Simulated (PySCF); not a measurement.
Isomers of C3H6OSi. Level of theory: PBE0-D3(BJ)/def2-SVP geometry optimisation, gas phase in PySCF. One conformer each; no zero-point energy, no entropy. No frequencies were run at this level. Point groups hold within 0.08 Å.

Problem. Rank from lowest to highest electronic energy at this level (kcal/mol).
A. `[CH2:1]=[CH:2][SiH2:3][CH:4]=[O:5]` with C1–C2–Si3–C4 113°, C2–Si3–C4–O5 108°
B. `[SiH3:1][O:2][CH:3]1[CH:4]=[CH:5]1` with Si1–O2–C3–C4 153°

Solution. A (0.0), B (11.5).

As drawn, the lower has a C=O bond and an Si–C bond, which the higher lacks; the higher has a three-membered ring and an Si–O bond, which the lower lacks.

| SMILES | E (Eh) | E rel (kcal/mol) | dipole (D) | point group | A, B, C (MHz) |
| --- | --- | --- | --- | --- | --- |
| C=C[SiH2]C=O | -482.01281 | 0.0 | 2.66 | C1 | 10364, 1904, 1776 |
| [SiH3]OC1C=C1 | -481.99456 | 11.5 | 1.32 | C1 | 14735, 2194, 2061 |

Problem. How do the relative energies change in single points at B97-2/pcSseg-2 (no added dispersion term) on the same geometries?

Solution. 
| SMILES | PBE0-D3(BJ)/def2-SVP (kcal/mol) | B97-2/pcSseg-2 (kcal/mol) | shift |
| --- | --- | --- | --- |
| C=C[SiH2]C=O | 0.0 | 0.0 | 0.0 |
| [SiH3]OC1C=C1 | 11.5 | 11.8 | +0.3 |

Each column counts from its own lowest isomer. The order is unchanged; the largest shift is 0.3 kcal/mol.
